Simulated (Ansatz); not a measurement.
Calculated with Ansatz (gas phase, PBE0-D4/def2-TZVP geometries, no zero-point term in ΔE). CBS: MP2 limit from def2 TZ/QZ plus the TZ coupled-cluster correction, frozen cores. Functionals use def2-TZVPP. For Se outer-core shells are correlated without core-valence functions, which leaves a few kJ/mol of doubt a bond. Scalar relativity is left out up to krypton. One conformer a species, not always the lowest.

`FCO[SiH2][SeH]` + `C=C(O)F` → `F[SiH2][SeH]` + `C=C(O)OCF`  (formal exchange of groups at the Si–O bond)

(1) Is it downhill or uphill in electronic energy at CCSD(T)/CBS, and by how much? (An estimate is asked.)

(2) What do these levels give: PBE0-D4, ωB97X-V, ωB97M-V, B2PLYP, PBE0, SCS-MP2/def2-TZVPP, HF/def2-QZVPP, MP2/def2-QZVPP, SCS-MP2/def2-QZVPP, HF/CBS(def2), MP2/CBS(def2), CCSD/CBS(def2)? (Estimate.)

Largest T1 diagnostic among the species: 0.012.

## Answers

(1) Ansatz gave: Downhill: ΔE = -0.51 eV.

(2) Ansatz gave: PBE0-D4 -0.45, ωB97X-V -0.45, ωB97M-V -0.45, B2PLYP -0.48, PBE0 -0.47, SCS-MP2/def2-TZVPP -0.50, HF/def2-QZVPP -0.51, MP2/def2-QZVPP -0.54, SCS-MP2/def2-QZVPP -0.52, HF/CBS(def2) -0.51, MP2/CBS(def2) -0.54, CCSD/CBS(def2) -0.51 eV.
